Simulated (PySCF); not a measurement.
Deuteron quadrupole couplings in `COc1cccc2c1CCC2`

C10H12O.
Cartesian coordinates in Å at the PBE0-D3(BJ)/def2-SVP level; atoms count from 1:
```xyz
23
C10H12O angstrom
C      3.1091   -1.0744   -0.9313
O      1.7151   -1.1228   -0.8284
C      1.0742   -0.1063   -0.2104
C      1.7042    1.0142    0.3448
C      0.9395    2.0122    0.9573
C     -0.4481    1.9200    1.0307
C     -1.0684    0.7968    0.4821
C     -0.3189   -0.2073   -0.1285
C     -1.2004   -1.3024   -0.6562
C     -2.5331   -1.0431    0.0681
C     -2.5347    0.4591    0.3985
H      3.4197   -1.9836   -1.4620
H      3.4492   -0.1939   -1.5052
H      3.5952   -1.0572    0.0605
H      2.7888    1.1196    0.3083
H      1.4509    2.8773    1.3871
H     -1.0335    2.7070    1.5116
H     -1.3063   -1.2099   -1.7528
H     -0.7901   -2.3064   -0.4697
H     -2.5482   -1.6177    1.0084
H     -3.4101   -1.3558   -0.5172
H     -3.0866    0.6987    1.3206
H     -3.0046    1.0465   -0.4116
```

Level: PBE0/pcSseg-1 (PySCF, non-relativistic); Q(2H) = 0.00286 b; rigid geometry, the same for H and D, with no vibrational averaging.

Question: Rank these positions by the coupling χzz of a deuteron there, largest first.
A. H16 (aromatic hydrogen)
B. H21 (methylene hydrogen)
C. H20 (methylene hydrogen)
D. H14 (methyl hydrogen)

Answer: A (205 kHz), B (197 kHz), C (192 kHz), D (184 kHz).

Question: Give the electric field gradient Vzz (the principal value of largest size), its asymmetry and the 2H coupling at each hydrogen.

Answer: 
```json
{"atom": "H12", "bonded to": "C1", "bond length (Å)": "1.098", "Vzz (au)": "0.2889", "η": "0.08", "χzz (kHz)": "194"}
{"atom": "H13", "bonded to": "C1", "bond length (Å)": "1.105", "Vzz (au)": "0.2744", "η": "0.08", "χzz (kHz)": "184"}
{"atom": "H14", "bonded to": "C1", "bond length (Å)": "1.105", "Vzz (au)": "0.2743", "η": "0.08", "χzz (kHz)": "184"}
{"atom": "H15", "bonded to": "C4", "bond length (Å)": "1.090", "Vzz (au)": "0.3104", "η": "0.10", "χzz (kHz)": "209"}
{"atom": "H16", "bonded to": "C5", "bond length (Å)": "1.093", "Vzz (au)": "0.3045", "η": "0.07", "χzz (kHz)": "205"}
{"atom": "H17", "bonded to": "C6", "bond length (Å)": "1.092", "Vzz (au)": "0.3068", "η": "0.08", "χzz (kHz)": "206"}
{"atom": "H18", "bonded to": "C9", "bond length (Å)": "1.106", "Vzz (au)": "0.2829", "η": "0.01", "χzz (kHz)": "190"}
{"atom": "H19", "bonded to": "C9", "bond length (Å)": "1.101", "Vzz (au)": "0.2901", "η": "0.01", "χzz (kHz)": "195"}
{"atom": "H20", "bonded to": "C10", "bond length (Å)": "1.102", "Vzz (au)": "0.2864", "η": "0.02", "χzz (kHz)": "192"}
{"atom": "H21", "bonded to": "C10", "bond length (Å)": "1.100", "Vzz (au)": "0.2925", "η": "0.01", "χzz (kHz)": "197"}
{"atom": "H22", "bonded to": "C11", "bond length (Å)": "1.101", "Vzz (au)": "0.2902", "η": "0.02", "χzz (kHz)": "195"}
{"atom": "H23", "bonded to": "C11", "bond length (Å)": "1.106", "Vzz (au)": "0.2826", "η": "0.01", "χzz (kHz)": "190"}
```

Question: How does χzz go with the bond length over the 12 C–H bonds?

Answer: A straight-line fit has a slope of -14.0 kHz for each 0.01 Å, with a correlation coefficient of -0.95, over lengths from 1.090 to 1.106 Å. The longer bonds have the smaller couplings here.

One conformer (not necessarily the lowest) at the PBE0-D3(BJ)/def2-SVP geometry, without solvent, vibrations or thermal averaging. With a basis this small, the couplings can be 20 % off.
